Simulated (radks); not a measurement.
Q: Ag I, 47 electrons, occupied as [Kr] 4d10 5s1. Calculated with a radial shooting solver on a logarithmic mesh with Libxc functionals: scalar-relativistic Kohn-Sham, PW91, spin-polarised, spherical densities, finite nucleus; open shells are filled with parallel spins first (spin-orbit coupling, left out, can overturn this in heavy ions); Fermi nuclear charge, rms radius 4.5454 fm. Some entries of the table are withheld. Estimate them.

orbital  occ.  eigenvalue (hartree)  r(max) (bohr)
1s up       1             -930.9508        0.02016
1s down     1             -930.9502        0.02016
2s down     1             -137.0729         0.1140
2s up       1             -137.0728         0.1140
2p down     3             -122.9658        0.09113
2p up       3             -122.9657        0.09113
3s up       1             -25.12661         0.3326
3s down     1             -25.12623         0.3326
3p up       3             -20.49231         0.3258
3p down     3             -20.49195         0.3258
3d up       5             -13.17923         0.2738
3d down     5             -13.17908         0.2738
4s down     1                   (1)         0.8223
4s up       1                   (2)         0.8222
4p up       3              -2.15328         0.8764
4p down     3              -2.15295         0.8764
4d up       5              -0.27799          1.037
4d down     5              -0.27036          1.035
5s up       1              -0.17663          2.502
5s down     0              -0.14841          2.488

A: 
(1) 4s down eigenvalue (hartree): -3.49400
(2) 4s up eigenvalue (hartree): -3.49371
